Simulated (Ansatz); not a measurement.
Breaking the O3–H4 bond in CdFHO (SMILES [OH][Cd][F]) (multiplicity 1 held, fragments rigid). Energies count from the point at 0.964 Å.
Geometry at that point (charge 0, multiplicity 1):
```xyz
4

Cd     0.00856     0.00631    -0.00126
F      1.25509     0.92057    -1.17515
O     -1.31760    -0.96698     1.07688
H     -1.16609    -0.85199     2.02158
```

U- levels take the lowest unrestricted solution at each point, which mixes spins at long bonds. Active spaces are followed from a long bond inwards. Levels need not reach the same state.

Correlated levels freeze the cores.

Codes used: Ansatz (Gaussian basis) for Hartree–Fock, density functionals and correlated methods. Values without a source in brackets are computed. In def2 rows elements past Kr take small-core potentials, without spin–orbit coupling.

Task: Give the energy at R = 3.084 Å at the level FIC-MRCISD on CASSCF(4,3)/def2-SVP.

Result: 111.3 kcal/mol

Task: Predict the energy at R = 3.084 Å from FIC-MRCISD+Q on CASSCF(4,3)/def2-SVP.

Result: 113.5 kcal/mol

Task: What is the computed energy at R = 3.084 Å (U-SCS-MP2/def2-SVP)?

Result: 117.3 kcal/mol

Doubts at one or more of the structures used: a spin-contaminated determinant (U-SCS-MP2/def2-SVP); active orbitals that take no part (FIC-MRCISD on CASSCF(4,3)/def2-SVP, FIC-MRCISD+Q on CASSCF(4,3)/def2-SVP).

Ansatz is a quantum-chemistry and plane-wave program.
